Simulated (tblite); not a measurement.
Compound: C6H7FO (charge -1 and doublet state).
Geometry (GFN2-xTB, Å), atoms numbered from 1 in this order:
```xyz
15
C6H7FO angstrom
O      0.5943   -2.7802    0.1769
C      0.4660   -1.5253    0.0387
C      1.5016   -0.5868    0.0583
C      1.3255    0.7829   -0.0672
C     -0.0375    1.3812   -0.2244
C     -1.0539    0.4410    0.3999
F     -2.3553    0.9592    0.2066
C     -0.9478   -0.9459   -0.1905
H      2.5090   -0.9649    0.1926
H      2.1708    1.4566   -0.0690
H     -0.3148    1.5286   -1.2834
H     -0.0964    2.3666    0.2574
H     -0.9280    0.4065    1.4898
H     -1.6863   -1.6156    0.2593
H     -1.1516   -0.8959   -1.2668
```

Calculated harmonic vibrations of the isolated species, GFN2-xTB (tblite), most abundant isotopes, no scaling. Against measured fundamentals such values can be off by several per cent, at times by over 20. One conformer, not necessarily the lowest. Open shells enter through the occupations alone, without spin polarisation, and single modes of such species can be off by tens of per cent.

Harmonic wavenumbers (cm⁻¹): 106.1, 155.8, 283.2, 298.6, 382.6, 405.6, 427.5, 455.5, 487.1, 532.3, 690.5, 802.4, 856.3, 882.1, 932.8, 940.9, 998.4, 1020.5, 1088.9, 1113.7, 1178.3, 1218.0, 1237.5, 1243.8, 1269.9, 1312.1, 1320.2, 1337.1, 1451.7, 1482.3, 1503.7, 1640.5, 2774.2, 2884.7, 2896.8, 2909.6, 2956.8, 3016.8, 3039.6.

A = 3444, B = 1717, C = 1195 MHz; mass 114.048 u (most abundant isotopes); point group C1, symmetry number 1; spin multiplicity 2.

Question: What is the zero-point energy?

Answer: Half the sum of the wavenumbers: 24767 cm⁻¹ = 70.81 kcal/mol.

Question: Entropy at 298.15 K, 1 bar (ideal gas, RRHO, classical rotation)?

Answer: Translation 40.14, rotation 28.21, vibration 15.46, spin (R ln 2) 1.38: S = 85.2 cal/(mol K).

Question: And Cp and H(298.15 K) − H(0)?

Answer: Cp = 29.77 cal/(mol K), of which vibrations give 21.82 (their classical limit is 39 R = 77.5); H(298.15 K) − H(0) = 5.18 kcal/mol without the zero-point energy, 2.81 from vibrations.

Question: What must be added to the electronic energy to get the Gibbs energy at 298.15 K and 1 bar?

Answer: ZPE + [H(298.15 K) − H(0)] − T·S = 70.81 + 5.18 − 25.40 = 50.59 kcal/mol.

Question: How do the functions run with temperature in this model?

Answer: 
```json
{"T (K)": "100", "S (cal/(mol K))": "63.6", "Cp (cal/(mol K))": "12.9", "H − H(0) (kcal/mol)": "0.97", "G − H(0) (kcal/mol)": "-5.39", "ln q(vib)": "0.40"}
{"T (K)": "200", "S (cal/(mol K))": "75.1", "Cp (cal/(mol K))": "21.3", "H − H(0) (kcal/mol)": "2.68", "G − H(0) (kcal/mol)": "-12.34", "ln q(vib)": "1.57"}
{"T (K)": "300", "S (cal/(mol K))": "85.4", "Cp (cal/(mol K))": "29.9", "H − H(0) (kcal/mol)": "5.24", "G − H(0) (kcal/mol)": "-20.37", "ln q(vib)": "3.06"}
{"T (K)": "500", "S (cal/(mol K))": "104.5", "Cp (cal/(mol K))": "45.3", "H − H(0) (kcal/mol)": "12.84", "G − H(0) (kcal/mol)": "-39.38", "ln q(vib)": "6.48"}
{"T (K)": "800", "S (cal/(mol K))": "129.2", "Cp (cal/(mol K))": "59.8", "H − H(0) (kcal/mol)": "28.83", "G − H(0) (kcal/mol)": "-74.56", "ln q(vib)": "11.86"}
{"T (K)": "1000", "S (cal/(mol K))": "143.3", "Cp (cal/(mol K))": "65.8", "H − H(0) (kcal/mol)": "41.43", "G − H(0) (kcal/mol)": "-101.84", "ln q(vib)": "15.32"}
```

q(vib) and H(0) count from the zero-point level.

Question: Which modes carry the vibrational entropy at 298.15 K?

Answer: 106.1 cm⁻¹: 3.34; 155.8 cm⁻¹: 2.60; 283.2 cm⁻¹: 1.51; 298.6 cm⁻¹: 1.42; 382.6 cm⁻¹: 1.03; 405.6 cm⁻¹: 0.94 cal/(mol K); the other 33 give 4.61 together.

Question: Blend soft modes into free rotors: weight 1/[1 + (100 cm⁻¹/ν̃)⁴] for the oscillator and the rest for a rotor with moment μB/(μ + B), μ = h/(8π²ν), B = 10⁻⁴⁴ kg m². What vibrational entropy results?

Answer: 15.21 cal/(mol K) in place of 15.46, which changes −T·S at 298.15 K by +0.07 kcal/mol.

Hindered rotation and anharmonicity are outside this model. Other conformers, if any are populated, would add a mixing term that is left out. The structure is chiral; the term R ln 2 for an equal mix with its mirror image is left out.

On Arm Neoverse V1, one thread, no GPU (shared host), this took 0.4 s. The figure is for the frequency step alone.
